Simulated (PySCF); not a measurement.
Record of a relaxation.

GeH₉NSi₂.
Numbering: `[SiH3:1][NH:2][SiH2:3][GeH3:4]` (hydrogens: H5, H6, H7 on Si1; H8 on N2; H9, H10 on Si3; H11, H12, H13 on Ge4)

Computed by this run: PBE0-D3(BJ)/def2-SVP geometry optimisation, gas phase (PySCF 2.14.0); density fitting, grid level 1; the optimiser is geomeTRIC in internal coordinates, started from a GFN2-xTB structure with every atom displaced at random (about 0.01 Å). 8 of its 14 geometries are shown. The frame can shift and turn from step to step; on so coarse a grid that alone can change the energy by a few meV, and forces under 0.02 eV/Å are noise.

Step 0: E = -73882.0980 eV, largest atomic force 1.598 eV/Å
```
atom  x, y, z in Å  |  force x, y, z in eV/Å
Si1    -1.815    0.805   -0.309   -0.463   0.256  -0.140
N2     -1.154   -0.728    0.034    0.809   0.437  -0.002
Si3     0.438   -1.320   -0.210    0.273   0.193   0.793
Ge4     1.982    0.466   -0.214   -0.791   0.470  -0.020
H5     -3.140    0.828    0.345   -0.303   0.183   0.108
H6     -0.928    1.842    0.231    0.258   0.416   0.139
H7     -1.990    1.023   -1.759   -0.083   0.233  -0.372
H8     -1.811   -1.444    0.201   -1.118  -1.098   0.314
H9      0.548   -2.063   -1.446    0.239  -0.527  -0.915
H10     0.721   -2.257    0.907    0.241  -0.167   0.112
H11     3.375    0.026   -0.325    1.409  -0.723  -0.203
H12     1.993    1.343    1.015   -0.246   0.186   0.642
H13     1.786    1.463   -1.343   -0.224   0.140  -0.457
```

Step 2: E = -73882.3461 eV, largest atomic force 0.099 eV/Å
```
atom  x, y, z in Å  |  force x, y, z in eV/Å
Si1    -1.710    1.115   -0.083   -0.048   0.039   0.005
N2     -1.066   -0.461    0.282   -0.036  -0.042  -0.001
Si3     0.564   -1.039    0.055    0.049  -0.072  -0.036
Ge4     2.091    0.790    0.035    0.097   0.014   0.018
H5     -3.035    1.244    0.594   -0.001   0.004   0.009
H6     -0.771    2.159    0.429    0.002  -0.013  -0.003
H7     -1.910    1.375   -1.545   -0.002  -0.008  -0.003
H8     -1.762   -1.182    0.464    0.034   0.047  -0.015
H9      0.743   -1.802   -1.227   -0.003   0.026   0.010
H10     0.929   -1.987    1.155   -0.008   0.015   0.027
H11     3.530    0.247   -0.110   -0.072  -0.002  -0.004
H12     2.018    1.610    1.337   -0.007  -0.008   0.004
H13     1.819    1.739   -1.147   -0.004  -0.001  -0.012
```

Step 4: E = -73882.3479 eV, largest atomic force 0.025 eV/Å
```
atom  x, y, z in Å  |  force x, y, z in eV/Å
Si1    -1.730    1.120   -0.086    0.008  -0.007   0.005
N2     -1.063   -0.450    0.269   -0.001   0.002  -0.019
Si3     0.568   -1.033    0.050   -0.002   0.011   0.020
Ge4     2.111    0.784    0.042   -0.020   0.009   0.001
H5     -3.042    1.236    0.617    0.002   0.007   0.003
H6     -0.788    2.170    0.406    0.005   0.001  -0.005
H7     -1.960    1.372   -1.545   -0.008   0.001   0.001
H8     -1.754   -1.172    0.456   -0.008  -0.013   0.000
H9      0.751   -1.795   -1.230    0.002  -0.002  -0.006
H10     0.918   -1.975    1.160   -0.001   0.003   0.001
H11     3.535    0.217   -0.099    0.021  -0.013  -0.005
H12     2.038    1.601    1.345    0.000  -0.001   0.002
H13     1.855    1.734   -1.145    0.001   0.001   0.002
```

Step 6: E = -73882.3491 eV, largest atomic force 0.029 eV/Å
```
atom  x, y, z in Å  |  force x, y, z in eV/Å
Si1    -1.729    1.125   -0.100   -0.013  -0.006   0.013
N2     -1.073   -0.450    0.253   -0.005   0.020  -0.015
Si3     0.560   -1.030    0.044   -0.009   0.003   0.025
Ge4     2.114    0.777    0.060    0.004  -0.013  -0.014
H5     -3.001    1.287    0.665    0.002   0.007   0.002
H6     -0.740    2.162    0.325   -0.001  -0.007  -0.003
H7     -2.029    1.357   -1.549   -0.002  -0.004   0.002
H8     -1.765   -1.169    0.453    0.018   0.010  -0.015
H9      0.755   -1.785   -1.238    0.001  -0.006   0.009
H10     0.897   -1.972    1.158    0.004  -0.011  -0.012
H11     3.532    0.186   -0.083   -0.020   0.020   0.009
H12     2.042    1.579    1.373    0.009  -0.005  -0.011
H13     1.876    1.742   -1.119    0.010  -0.006   0.011
```

Step 7: E = -73882.3498 eV, largest atomic force 0.035 eV/Å
```
atom  x, y, z in Å  |  force x, y, z in eV/Å
Si1    -1.734    1.133   -0.109   -0.011   0.003   0.011
N2     -1.079   -0.443    0.237   -0.005   0.015  -0.004
Si3     0.554   -1.028    0.040   -0.006   0.004   0.016
Ge4     2.122    0.767    0.072    0.011  -0.020  -0.014
H5     -2.973    1.323    0.705    0.001   0.004   0.002
H6     -0.715    2.160    0.262   -0.002  -0.007  -0.001
H7     -2.092    1.351   -1.547    0.000  -0.006   0.002
H8     -1.771   -1.161    0.442    0.018   0.011  -0.019
H9      0.758   -1.782   -1.242   -0.002  -0.007   0.010
H10     0.877   -1.973    1.155    0.004  -0.012  -0.011
H11     3.534    0.158   -0.065   -0.024   0.024   0.011
H12     2.052    1.562    1.390    0.008  -0.003  -0.009
H13     1.906    1.742   -1.101    0.007  -0.006   0.007
```

Step 9: E = -73882.3509 eV, largest atomic force under 0.02 eV/Å
```
atom  x, y, z in Å  |  force x, y, z in eV/Å
Si1    -1.740    1.151   -0.116    0.003   0.008   0.001
N2     -1.086   -0.429    0.209    0.003  -0.003   0.016
Si3     0.544   -1.027    0.036    0.004  -0.001  -0.004
Ge4     2.134    0.746    0.088    0.005  -0.001   0.002
H5     -2.929    1.374    0.761    0.001   0.001   0.001
H6     -0.684    2.163    0.187    0.001   0.001   0.000
H7     -2.176    1.356   -1.534   -0.001  -0.001   0.000
H8     -1.779   -1.147    0.409   -0.006  -0.004  -0.015
H9      0.759   -1.787   -1.241   -0.006  -0.001   0.000
H10     0.842   -1.980    1.152    0.002   0.001   0.001
H11     3.541    0.123   -0.024    0.002   0.000   0.004
H12     2.059    1.543    1.403   -0.004   0.003   0.001
H13     1.954    1.724   -1.088   -0.003  -0.002  -0.006
```

Step 11: E = -73882.3521 eV, largest atomic force 0.024 eV/Å
```
atom  x, y, z in Å  |  force x, y, z in eV/Å
Si1    -1.729    1.176   -0.115    0.008  -0.005  -0.001
N2     -1.095   -0.419    0.177    0.006  -0.007   0.014
Si3     0.531   -1.036    0.034    0.004  -0.007  -0.007
Ge4     2.137    0.722    0.099   -0.004   0.017   0.009
H5     -2.869    1.435    0.816    0.000   0.001   0.000
H6     -0.632    2.157    0.136    0.001   0.005  -0.002
H7     -2.228    1.387   -1.511   -0.001   0.003  -0.001
H8     -1.799   -1.134    0.346   -0.016  -0.008  -0.008
H9      0.754   -1.806   -1.234   -0.005   0.004  -0.007
H10     0.801   -1.991    1.156    0.003   0.010   0.009
H11     3.543    0.094    0.039    0.015  -0.018  -0.003
H12     2.032    1.544    1.397   -0.009   0.004   0.003
H13     1.993    1.679   -1.098   -0.002   0.000  -0.007
```

Step 13: E = -73882.3529 eV, largest atomic force under 0.02 eV/Å
```
atom  x, y, z in Å  |  force x, y, z in eV/Å
Si1    -1.710    1.210   -0.116    0.002  -0.003   0.006
N2     -1.112   -0.406    0.127   -0.001  -0.006  -0.009
Si3     0.510   -1.045    0.031   -0.004  -0.002   0.002
Ge4     2.140    0.689    0.120   -0.006   0.007  -0.001
H5     -2.761    1.528    0.899    0.001   0.003   0.000
H6     -0.557    2.144    0.042   -0.002   0.004  -0.001
H7     -2.314    1.433   -1.468    0.001  -0.004  -0.001
H8     -1.832   -1.116    0.245   -0.002   0.001   0.001
H9      0.746   -1.830   -1.226   -0.001   0.000  -0.001
H10     0.742   -1.993    1.168    0.006   0.005   0.003
H11     3.536    0.035    0.140    0.003  -0.007  -0.001
H12     1.990    1.549    1.389    0.000   0.000   0.000
H13     2.062    1.612   -1.110    0.003   0.002   0.001
```

Problem. Summarise the path.

Solution. The energy falls by 5.88 kcal/mol from step 0 to step 13; nine tenths of that is first reached at step 2. It falls at every step. The largest force goes from 1.598 to under 0.02 eV/Å. Among the bonds Ge4–H11 changes most, from 1.465 to 1.542 Å; the atoms move by 0.264 Å rms after alignment.

Problem. Follow the three bonds and two angles with the largest change from start to end.

Solution. 
```csv
step,E above end (kcal/mol),largest force (eV/Å),Ge4–H11 (Å),Si3–H9 (Å),Si1–N2 (Å),H12–Ge4–H13 (°),Si3–Ge4–H11 (°)
0,5.88,1.598,1.465,1.446,1.704,103.0,113.2
1,0.60,0.540,1.575,1.512,1.744,108.0,109.7
2,0.16,0.099,1.545,1.502,1.741,108.2,109.2
3,0.13,0.051,1.539,1.500,1.742,108.4,108.7
4,0.11,0.025,1.540,1.501,1.742,108.5,108.5
5,0.10,0.026,1.542,1.501,1.742,108.5,108.3
6,0.09,0.029,1.543,1.501,1.742,108.6,107.9
7,0.07,0.035,1.544,1.501,1.741,108.6,107.7
8,0.05,0.020,1.543,1.501,1.741,108.6,107.7
9,0.04,under 0.02,1.542,1.501,1.741,108.5,107.8
10,0.03,under 0.02,1.541,1.501,1.741,108.5,108.0
11,0.02,0.024,1.541,1.501,1.740,108.5,108.2
12,0.00,under 0.02,1.541,1.501,1.740,108.5,108.3
13,0.00,under 0.02,1.542,1.501,1.740,108.6,108.1
```

What follows is the cost of the whole optimisation. Time: 2.6 min of wall time; peak memory 0.53 GiB. Hardware: an Arm Neoverse N1 with one thread, no GPU, on a shared host.
